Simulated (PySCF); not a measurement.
# Excitation energy of Co²⁺ by level of theory

Co²⁺ [Ar] 3d7 (4F) → Co²⁺ [Ar] 3d6 4p1 (high-spin determinant), as a difference of total energies. Computed with PySCF 2.14 in x2c-QZVPPall (11s7p5d4f2g, 103 functions), with the spin-free X2C one-electron Hamiltonian (Gaussian nucleus). Correlated levels: valence: [Ar] frozen; valence and next inner shell: [Ne] frozen. The calculations carry no spin-orbit coupling.

```json
{"method": "UHF", "excitation energy (cm⁻¹)": "86048"}
{"method": "LDA", "excitation energy (cm⁻¹)": "98977"}
{"method": "PBE", "excitation energy (cm⁻¹)": "98040"}
{"method": "PBE0", "excitation energy (cm⁻¹)": "96950"}
{"method": "r2SCAN", "excitation energy (cm⁻¹)": "96965"}
{"method": "MN15", "excitation energy (cm⁻¹)": "97217"}
{"method": "r2SCANh", "excitation energy (cm⁻¹)": "96689"}
{"method": "TPSS", "excitation energy (cm⁻¹)": "99969"}
{"method": "r2SCAN0", "excitation energy (cm⁻¹)": "96288"}
{"method": "MP2 (valence)", "excitation energy (cm⁻¹)": "98145"}
{"method": "SCS-MP2 (valence)", "excitation energy (cm⁻¹)": "100560"}
{"method": "MP2 (valence and next inner shell)", "excitation energy (cm⁻¹)": "99849"}
{"method": "SCS-MP2 (valence and next inner shell)", "excitation energy (cm⁻¹)": "100710"}
```

A first-order spin-orbit estimate (lowest level to lowest level, LS coupling) adds 0.074 eV.

The basis was made for the ground configuration and has no added diffuse functions, so the excitation energy can come out too high.

The determinant of the upper state mixes LS terms, which raises its energy above the lowest term, most at the Hartree-Fock and MP2 levels.
